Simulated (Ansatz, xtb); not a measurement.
The molecule GeH, multiplicity 2 (the spin of the measured ground state). No spin–orbit coupling. Ge is treated without relativity.

Constants: fifth-degree fit in 1/R to seven points, most abundant isotopes. In def2 and cc sets the state is the lowest found near the PBE0 minimum, followed along R.

Correlated levels freeze the inner cores; with def2 sets outer-core shells near the valence are correlated too. CBS: X⁻³ extrapolation of the correlation energy, Hartree–Fock from the larger set.

Run with Ansatz (Gaussian orbitals); xtb for the GFN methods.  The GFN methods have no spin term and hold the electronic entropy of 300 K.

D_e counts from each atom's lowest state at the same level, without counterpoise or zero-point energy.

```
level                                r_e (Å)  ω_e (cm⁻¹)  ω_e x_e (cm⁻¹)  D_e (eV)  dipole (D)
-----------------------------------  -------  ----------  --------------  --------  ----------
GFN1-xTB                               1.536        1985             3.1         -           -
GFN2-xTB                               1.634        1497             5.9         -           -
SVWN5/def2-TZVPP                       1.608         [?]              29      3.34        0.15
r2SCAN/def2-TZVPP                      1.597        1898              29      2.95        0.10
B3LYP/def2-TZVPP                       1.606        1867              30      3.02        0.24
wB97X-V/def2-TZVPP                     1.593        1942              27      3.03        0.07
CCSD/def2-QZVPP                        1.583        1931              29      2.94           -
CCSD(T)/CBS(def2-TZVPP, def2-QZVPP)      [?]         [?]              29         -           -
```

Problem. Some entries are withheld; supply them.

Solution. 
- CCSD(T)/CBS(def2-TZVPP, def2-QZVPP), r_e (Å): 1.582
- CCSD(T)/CBS(def2-TZVPP, def2-QZVPP), ω_e (cm⁻¹): 1917
- SVWN5/def2-TZVPP, ω_e (cm⁻¹): 1848

Measured for the ground state: r_e 1.588 Å, B_e 6.7259 cm-1, α_e 0.1916 cm-1 [Huber and Herzberg (1979), NIST Chemistry WebBook]. D_0 2.689 ± 0.05 eV (a handbook's tabulated 298 K bond energy less 3RT/2; such tables hold older values) [Luo, bond dissociation energies, CRC Handbook].

Ansatz is a first-principles code.
